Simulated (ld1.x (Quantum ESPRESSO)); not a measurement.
Reading a pseudo-wave (Mo (Z = 42))

Columns: radius, all-electron u(r) and pseudo u(r) of the 4s shell (level -64.30 eV) of molybdenum in the configuration [Ar] 3d10 4s2 4p6 4d5 5s1 5p0; PBEsol, scalar-relativistic, TM semilocal scheme, ld1.x (Quantum ESPRESSO) 7.5.

| r (bohr) | all-electron | pseudo |
| --- | --- | --- |
| 0.123 | -0.3473 | -0.0623 |
| 0.245 | 0.4164 | -0.1402 |
| 0.368 | 0.5491 | -0.2538 |
| 0.490 | 0.1052 | -0.4189 |
| 0.613 | -0.4305 | -0.6389 |
| 0.735 | -0.8238 | -0.8704 |
| 0.858 | -1.0394 | -1.0430 |
| 0.980 | -1.1043 | -1.1043 |
| 1.103 | -1.0682 | -1.0682 |
| 1.225 | -0.9745 | -0.9745 |
| 1.348 | -0.8538 | -0.8538 |
| 1.470 | -0.7282 | -0.7282 |
| 1.593 | -0.6078 | -0.6078 |
| 1.715 | -0.5004 | -0.5004 |
| 1.838 | -0.4066 | -0.4066 |
| 1.960 | -0.3279 | -0.3279 |
| 2.083 | -0.2621 | -0.2621 |
| 2.205 | -0.2087 | -0.2087 |
| 2.328 | -0.1652 | -0.1652 |
| 2.450 | -0.1304 | -0.1304 |
| 2.573 | -0.1025 | -0.1025 |
| 2.695 | -0.0805 | -0.0805 |
| 2.818 | -0.0629 | -0.0629 |
| 2.940 | -0.0492 | -0.0492 |
| 3.063 | -0.0384 | -0.0384 |
| 3.185 | -0.0299 | -0.0299 |

**Question.** How many radial nodes do the two functions have?

**Answer.** The all-electron 4s function has n − l − 1 = 3 (the table is too coarse to show those close to the nucleus); the pseudo-wave has 0, since the states of the same l below it are removed with the core.

**Question.** At about which radius was the pseudo-wave matched?

**Answer.** 1.10 bohr, where the columns begin to agree (steps of 0.12 bohr).

**Question.** Where does each function peak?

**Answer.** Outermost all-electron maximum near 0.98 bohr, pseudo maximum near 0.98 bohr (to the table’s step).

**Question.** Is the pseudo-wave norm-conserving?

**Answer.** Yes: the TM semilocal scheme keeps the norm inside the radius equal to the all-electron one, which fixes the energy derivative of the logarithmic derivative at the level.
